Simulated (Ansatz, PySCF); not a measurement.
The Ansatz (a program for electronic structure) input:
Ansatz 0.2 input:
```yaml
crystal:
  periodic: [false, false, false]
  atoms:
    - {symbol: Ge, position_ang: [-0.00000000, -0.00000000, -1.10899724]}
    - {symbol: Se, position_ang: [0.00000000, 0.00000000, 1.04376211]}
basis:
  gaussian:
    orbitals: def2-SVP
hamiltonian:
  xc: b3lyp5
accuracy: high
```

Question: Write the same job for PySCF.

Answer: This is not unique; one that fits is 
```python
from pyscf import gto, scf, dft

mol = gto.Mole()
mol.atom = '''
    Ge   -0.00000000   -0.00000000   -1.10899724
    Se    0.00000000    0.00000000    1.04376211
'''
mol.basis = 'def2-svp'
mol.verbose = 4
mol.build()

mf = dft.RKS(mol)
mf.xc = 'b3lyp5'
mf.grids.atom_grid = (99, 590)
mf.grids.prune = None
mf.kernel()
```

Both were run: Ansatz gave -4477.859928 Eh and PySCF -4477.859926 Eh, 0.002 mEh apart.
